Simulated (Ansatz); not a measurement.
Wavefunction ladder for CH8AlBOSi, SMILES `CB(O)[SiH2][AlH2]`

```
atom   x (Å)   y (Å)   z (Å)
  C1   0.401  -1.827  -0.785
  B2  -0.643  -0.686  -0.550
  O3  -1.950  -1.042  -0.428
 Si4  -0.080   1.270  -0.382
 Al5   0.827   1.650   1.861
  H6   1.266  -1.739  -0.120
  H7   0.805  -1.743  -1.801
  H8  -0.034  -2.824  -0.675
  H9  -2.551  -0.300  -0.322
 H10  -1.252   2.170  -0.627
 H11   0.964   1.596  -1.398
 H12  -0.077   2.244   3.027
 H13   2.324   1.232   2.198
```

Charge 0, multiplicity 1. The structure was optimised at the PBE0-D4/def2-TZVP level. It is one conformer, not always the lowest. Frozen core, restricted reference, Ansatz. CBS rows extrapolate triple and quadruple zeta; past MP2 they add the triple-zeta difference.

```
     basis     HF (Eh)  MP2 corr.
  def2-SVP  -672.68212   -0.57981
def2-TZVPP  -673.03151   -0.72194
def2-QZVPP  -673.05391   -0.77384
```

(1) Estimate the CCSD correlation energy and the (T) correction in each basis where they were run (hartree).

Answers

(1) 
```tsv
basis	CCSD corr.	(T)
def2-SVP	-0.64652	-0.01771
def2-TZVPP	-0.78306	-0.02913
CBS(def2)	-0.87341	as TZ
```
